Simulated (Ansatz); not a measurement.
Reaction (ligand exchange at a Mo–Cl bond): `C[O][Mo]([OH])([F])([F])([Cl])[O]C` + H–F → `C[O][Mo]([OH])([F])([F])([F])[O]C` + HCl

Program: Ansatz. Geometries: PBE0-D4/def2-TZVP. ΔE: electronic, gas phase. CCSD(T)/CBS is the MP2 limit (def2-TZVPP, def2-QZVPP) plus CCSD(T) − MP2 in def2-TZVPP, frozen cores. This one scheme is used for every species. Elements past krypton have def2 core potentials. For Mo outer-core shells are correlated without core-valence functions, which leaves a few kJ/mol of doubt a bond. Each species was taken in one conformer, which may not be the lowest.

`C[O][Mo]([OH])([F])([F])([Cl])[O]C`:

```xyz
16

C     1.126    0.847   -2.310
O     0.237    0.401   -1.328
Mo    0.432   -0.422    0.281
O     1.517    1.061    0.730
F     1.856   -1.348   -0.498
F     1.084   -1.050    1.922
Cl   -0.699   -2.446   -0.072
O    -1.144    0.141    0.978
C    -2.389   -0.192    1.503
H     1.798    0.029   -2.587
H     0.555    1.190   -3.174
H     1.712    1.673   -1.895
H     2.032    0.952    1.537
H    -2.664   -1.191    1.150
H    -2.330   -0.188    2.595
H    -3.124    0.544    1.169
```

H–F:

Cartesian coordinates in Å:
```
F 0.454 0.012 -0.072
H -0.454 -0.012 0.072
```

`C[O][Mo]([OH])([F])([F])([F])[O]C`:

Cartesian coordinates in Å:
```
C -0.700 -0.901 -2.558
O -0.013 -0.261 -1.525
Mo -0.334 0.559 0.070
O 1.256 1.559 0.210
F -2.053 -0.168 -0.148
F -1.064 1.185 1.672
F -0.964 2.149 -0.694
O 0.507 -0.690 1.094
C 1.079 -0.684 2.370
H -1.722 -1.117 -2.232
H -0.180 -1.828 -2.809
H -0.721 -0.245 -3.432
H 1.224 2.473 -0.091
H 1.978 -0.059 2.345
H 0.365 -0.265 3.085
H 1.343 -1.706 2.643
```

HCl:

```xyz
2

Cl    0.560   -0.038   -0.307
H    -0.560    0.038    0.307
```

| species | CCSD(T)/CBS(def2) energy (Eh) |
| --- | --- |
| `C[O][Mo]([OH])([F])([F])([Cl])[O]C` | -1033.48858 |
| H–F | -100.39570 |
| `C[O][Mo]([OH])([F])([F])([F])[O]C` | -673.50445 |
| HCl | -460.38127 |

(1) Work out ΔE.

Largest T1 diagnostic among the species: 0.024, so the coupled-cluster value is less sure than usual.

Answers

(1) ΔE = (-673.50445) + (-460.38127) − (-1033.48858) − (-100.39570) = -0.00144 Eh = -0.9 kcal/mol.

From r2SCAN to r2SCAN0 (25 % exact exchange), in def2-TZVPP and without D4, ΔE moves by +1.0 kcal/mol. The D4 term adds +2.2 kcal/mol with B3LYP and +1.2 kcal/mol with PBE0; it sums over pairs of atoms, weighted by their polarisabilities, and B3LYP, whose exchange is more repulsive, gets the larger term. In def2-TZVPP, CCSD(T) changes the Hartree–Fock value by +5.3 kcal/mol (the triples alone add +1.6 kcal/mol) and MP2 by +10.0 kcal/mol.

B3LYP here is the variant with VWN-RPA as its local correlation; programs differ in this.
